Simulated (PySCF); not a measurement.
**HfCl2, triplet: molecular constants**

Level of theory: PySCF, UB3LYP, basis Hf def2-SVP with ECP60, Cl def2-SVP (scalar-relativistic core potentials, no spin–orbit coupling, density fitting).

The structure is a minimum.

| Quantity | Value |
| --- | --- |
| Point group | C2v |
| Bond lengths | Hf–Cl 2.375 Å (×2) |
| Bond angles | Cl–Hf–Cl 153.4° |
| Principal quadrupole moments (Buckingham, traceless) about the centre of mass | -11.60, 5.76, 5.84 D Å |
| Spin squared ⟨S²⟩ | 2.002 |
| Highest occupied level (α) | -5.28 eV |
| Dipole moment | 1.21 D |
| Zero-point energy | 4.6 kJ/mol |
| Principal polarisabilities | 64.7, 65.5, 76.3 bohr³ |
| Rotational constants | 1.12, 0.04514, 0.04339 cm⁻¹ |
| Entropy at 298.15 K and 1 bar (electronic part: spin only) | 320.5 J/(mol K) |
| Enthalpy at 298.15 K above 0 K | 13.96 kJ/mol |
| Rotational symmetry number | 2 |
| Lowest empty level (β) | -3.33 eV |
| Heat capacity Cp at 298.15 K | 54.5 J/(mol K) |
| Atomisation energy without zero-point energy | 930 kJ/mol |

Harmonic modes (masses in u: Hf 179.947, Cl 34.969):
```
symmetry  ω (cm⁻¹)  IR (km/mol)  μ (u)     type
      a1        46          3.4  44.01     bend
      a1       353          4.4  35.68  stretch
      b2       370          105  44.65  stretch
```

In C2v the vibrations span 2a1 + b2. Here b1 is antisymmetric to the molecular plane and b2 lies in it.

Charges (e):
```json
{"atom": "Hf1", "Mulliken": "0.55", "Löwdin": "-0.17", "polar tensor": "1.09", "spin (Mulliken)": "2.05", "Mayer order to Hf1": "–"}
{"atom": "Cl2,3", "Mulliken": "-0.27", "Löwdin": "0.08", "polar tensor": "-0.54", "spin (Mulliken)": "-0.02", "Mayer order to Hf1": "1.23"}
```

Mulliken populations on Hf1 (electrons outside its core potential): s 2.87, p 6.26, d 2.27, f 0.05.

Formally Hf is in oxidation state +2, d2, with 2 unpaired electrons (the high-spin count). The Mulliken spin on Hf is 2.05. The polar-tensor charge on Hf, 1.09, is far below the formal one.

This need not be the most stable arrangement of these atoms. With open d or f shells other occupations or spin states may lie lower. At this level a broken-symmetry Ms = 0 minimum of C2v symmetry lies 30 kJ/mol below this structure. Spin–orbit coupling, left out here, can matter for elements this heavy.

The final relaxation and frequency run took 22 s on 2 threads of a shared INTEL XEON PLATINUM 8581C @ 2.10GHz (Emerald Rapids) host, with 68 basis functions and 8 gradients; the process peaked at 0.7 GiB. Launch command: `OMP_NUM_THREADS=2 python axn.py task.json out`.
